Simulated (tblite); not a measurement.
Compound: C₇H₉ (doublet state).
Cartesian coordinates in Å at the GFN2-xTB level; atoms count from 1:
```xyz
16
C7H9 angstrom
C      2.6787    0.5536    0.6480
C      1.8958   -0.1213   -0.3745
C      0.7977   -0.7608   -0.5916
C     -0.2812   -1.0796    0.4711
C     -1.4800   -0.3068    0.1651
C     -2.6234   -0.1447   -0.4392
C     -2.1101    1.0472    0.3173
H      2.1692    0.5497    1.6206
H      2.8503    1.5918    0.3616
H      3.6469    0.0655    0.7662
H      0.5329   -1.1280   -1.5746
H     -0.4916   -2.1512    0.4279
H      0.1067   -0.8185    1.4568
H     -3.4251   -0.5066   -1.0333
H     -1.7099    1.8955   -0.2296
H     -2.5646    1.3232    1.2642
```

Level: GFN2-xTB in tblite, geometry and Hessian alike; calculated harmonic values, unscaled, isolated species. Errors from tens to a few hundred cm⁻¹ against measured bands are possible. One conformer, not necessarily the lowest. Open shells enter through the occupations alone, without spin polarisation, and single modes of such species can be off by tens of per cent.

Harmonic wavenumbers (cm⁻¹): 29.8, 48.4, 70.7, 144.0, 166.4, 318.4, 333.5, 444.2, 489.2, 649.3, 724.2, 792.8, 857.6, 919.2, 946.3, 990.7, 996.1, 1027.6, 1032.3, 1033.7, 1053.8, 1082.6, 1121.6, 1210.4, 1229.9, 1254.9, 1375.8, 1438.9, 1443.4, 1454.5, 1494.6, 1804.9, 1866.0, 2871.6, 2952.3, 2981.7, 2985.9, 2988.4, 2997.2, 3008.6, 3022.9, 3236.9.

A = 6254, B = 1365, C = 1245 MHz; mass 93.070 u (most abundant isotopes); point group C1, symmetry number 1; spin multiplicity 2.

**Question.** Zero-point energy?

**Answer.** Half the sum of the wavenumbers: 28446 cm⁻¹ = 340.28 kJ/mol.

**Question.** What is S at 273.15 K and 1 bar for an ideal gas of classical rigid rotors and harmonic oscillators?

**Answer.** Translation 163.57, rotation 115.24, vibration 101.70, spin (R ln 2) 5.76: S = 386.3 J/(mol K).

**Question.** And Cp and H(273.15 K) − H(0)?

**Answer.** Cp = 121.86 J/(mol K), of which vibrations give 88.60 (their classical limit is 42 R = 349.2); H(273.15 K) − H(0) = 22.16 kJ/mol without the zero-point energy, 13.08 from vibrations.

**Question.** Which modes carry the vibrational entropy at 273.15 K?

**Answer.** 29.8 cm⁻¹: 23.72; 48.4 cm⁻¹: 19.70; 70.7 cm⁻¹: 16.58; 144.0 cm⁻¹: 10.81; 166.4 cm⁻¹: 9.67; 318.4 cm⁻¹: 4.93 J/(mol K); the other 36 give 16.30 together.

**Question.** How do the functions run with temperature in this model?

**Answer.** 
| T (K) | S (J/(mol K)) | Cp (J/(mol K)) | H − H(0) (kJ/mol) | G − H(0) (kJ/mol) | ln q(vib) |
| --- | --- | --- | --- | --- | --- |
| 150 | 325.9 | 85.2 | 9.53 | -39.35 | 3.72 |
| 250 | 375.8 | 114.1 | 19.43 | -74.53 | 5.98 |
| 298.15 | 397.3 | 130.4 | 25.31 | -93.15 | 7.00 |
| 400 | 440.5 | 164.6 | 40.36 | -135.83 | 9.09 |
| 600 | 518.1 | 218.8 | 79.03 | -231.85 | 13.10 |
| 900 | 617.7 | 271.6 | 153.24 | -402.70 | 18.82 |

q(vib) and H(0) count from the zero-point level.

Hindered rotation and anharmonicity are outside this model. Other conformers, if any are populated, would add a mixing term that is left out. The structure is chiral; the term R ln 2 for an equal mix with its mirror image is left out.
